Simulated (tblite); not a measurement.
Start geometry of `O=C[C@@H]1CO[C@@H]1CO` from a force field or distance geometry (Å):
```
atom  x, y, z in Å
O1    -2.6836   -0.2479    1.3217
C2    -1.5949    0.1622    0.9325
C3    -0.9745   -0.1344   -0.4308
C4    -0.5057   -1.5522   -0.6983
O5     0.8109   -1.1104   -1.0741
C6     0.4578    0.2686   -0.7775
C7     1.3946    0.8322    0.2892
O8     1.4597   -0.0584    1.4064
H9    -0.9865    0.7851    1.6198
H10   -1.6819    0.2041   -1.2134
H11   -0.4560   -2.2152    0.1846
H12   -1.0158   -2.0852   -1.5046
H13    0.5148    0.8847   -1.6732
H14    1.0461    1.8016    0.6449
H15    2.4043    0.9670   -0.0979
H16    1.8031   -0.9023    1.0592
```

What comes out of this run: GFN2-xTB geometry optimisation, gas phase in tblite?

```
atom  x, y, z in Å
O1    -1.7798    1.0783    1.3719
C2    -1.3530    0.0215    1.0040
C3    -0.9740   -0.2721   -0.4247
C4    -0.3845   -1.6495   -0.7284
O5     0.8997   -1.0896   -1.0144
C6     0.4246    0.2520   -0.8390
C7     1.1938    0.9902    0.2508
O8     1.2092    0.2359    1.4322
H9    -1.2389   -0.8336    1.6955
H10   -1.7765    0.0626   -1.0822
H11   -0.3473   -2.3450    0.1161
H12   -0.8032   -2.1543   -1.6030
H13    0.4442    0.8128   -1.7794
H14    0.6962    1.9336    0.4840
H15    2.2145    1.1912   -0.1018
H16    1.5674   -0.6345    1.2071
```

The energy falls by 20.4 kJ/mol over 174 L-BFGS steps, the largest force on an atom goes from 2.30 to 0.008 eV/Å, and the atoms move by 0.613 Å rms after alignment. Among the bonds, O1=C2 and C7–O8 change most and about equally (-0.029 to -0.028 Å). Bonds longer at the end by more than 0.005 Å: 4 of 16; shorter: 8. Among the angles that change most is C2–C3–C6, from 122.2° to 114.5°. Among the dihedrals that turn most is H9–C2–C3–C4, from 109° to -5°. Rotational constants go from 2975, 1701, 1325 to 2848, 2114, 1527 MHz. The orientation of the end geometry is arbitrary; only internal coordinates are fixed.

Run on one thread, Arm Neoverse N1, no GPU, shared host.

Its GFN2-xTB frequencies are all real (lowest 80 cm⁻¹). The numbers are those of one conformer. 3 starts were optimised and ended at 0.00, 1.49 and 3.49 kcal/mol (GFN2-xTB); the lowest of these is shown.

These are computed values.
